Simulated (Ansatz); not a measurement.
A nudged elastic band was laid between two geometries of BCl₂FH₃N (8 atoms, charge 0, multiplicity 1).

Method: RKS PBE/def2-SVP (Ansatz 0.2.0).

```yaml
movable_images: 7
climbing_image: yes
spring: 5.0 eV/Å²
optimiser: quadratic models (default)
start_path: straight line
force_threshold: 0.05 eV/Å
iteration_limit: 60
end_points: relaxed
```

Initial state:

```xyz
8
Properties=species:S:1:pos:R:3
B 0.038 -0.153 0.175
F 0.185 0.685 1.250
Cl 1.473 -0.130 -0.988
Cl -1.612 -0.027 -0.647
N 0.057 -1.680 0.810
H -0.062 -2.375 0.058
H 0.958 -1.861 1.283
H -0.714 -1.797 1.488
```

Final state:

```xyz
8
Properties=species:S:1:pos:R:3
B 0.100 -0.732 -0.448
F -0.318 0.386 2.188
Cl 1.583 0.107 -0.903
Cl -1.442 -0.324 -1.199
N 0.151 -1.765 0.528
H -0.643 -2.397 0.655
H 1.050 -2.155 0.821
H -0.158 -0.460 1.786
```

Question: What changes between the two ends?

Answer: Bonds broken: B1–F2, N5–H8. Bonds formed: F2–H8. BCl2FH3N becomes BCl2H2N + FH.

Question: What energy profile does the band end with?

Answer: The run converged. The highest image is number 6 of 0 to 8, 1.49 eV above the first end and 0.33 eV above the last; the last end lies 1.16 eV above the first. Another band between the same ends (7 images) ends at a top of the same energy, where a vibrational analysis finds 1 clearly imaginary mode. The orbitals stay closed-shell, which can raise the energy where a bond breaks towards radicals; this wasn't checked here.

```json
{"image": "0", "path coordinate (Å)": "0.00", "energy (eV)": "0.00", "B1–F2 (Å)": "1.37", "N5–H8 (Å)": "1.03", "F2–H8 (Å)": "2.65"}
{"image": "1", "path coordinate (Å)": "0.42", "energy (eV)": "0.01", "B1–F2 (Å)": "1.37", "N5–H8 (Å)": "1.03", "F2–H8 (Å)": "2.54"}
{"image": "2", "path coordinate (Å)": "0.84", "energy (eV)": "0.02", "B1–F2 (Å)": "1.37", "N5–H8 (Å)": "1.03", "F2–H8 (Å)": "2.45"}
{"image": "3", "path coordinate (Å)": "1.27", "energy (eV)": "0.04", "B1–F2 (Å)": "1.37", "N5–H8 (Å)": "1.03", "F2–H8 (Å)": "2.38"}
{"image": "4", "path coordinate (Å)": "1.69", "energy (eV)": "0.17", "B1–F2 (Å)": "1.40", "N5–H8 (Å)": "1.03", "F2–H8 (Å)": "1.96"}
{"image": "5", "path coordinate (Å)": "2.11", "energy (eV)": "0.85", "B1–F2 (Å)": "1.54", "N5–H8 (Å)": "1.13", "F2–H8 (Å)": "1.45"}
{"image": "6", "path coordinate (Å)": "2.54", "energy (eV)": "1.49", "B1–F2 (Å)": "1.85", "N5–H8 (Å)": "1.44", "F2–H8 (Å)": "1.07"}
{"image": "7", "path coordinate (Å)": "3.02", "energy (eV)": "1.25", "B1–F2 (Å)": "2.41", "N5–H8 (Å)": "1.74", "F2–H8 (Å)": "0.96"}
{"image": "8", "path coordinate (Å)": "3.50", "energy (eV)": "1.16", "B1–F2 (Å)": "2.89", "N5–H8 (Å)": "1.84", "F2–H8 (Å)": "0.95"}
```

Question: What is the geometry of the highest image?

Answer: 
```xyz
8
Properties=species:S:1:pos:R:3
B 0.020 -0.496 -0.088
F -0.267 0.343 1.531
Cl 1.534 0.213 -0.716
Cl -1.503 -0.282 -0.996
N 0.150 -1.759 0.723
H -0.583 -2.461 0.574
H 1.079 -2.193 0.727
H -0.107 -0.705 1.674
```

The band took 12 iterations and roughly 5 core-minutes.

The run took 2.4 min on 2 threads of Arm Neoverse V1, on a shared host, peak memory 0.13 GiB.
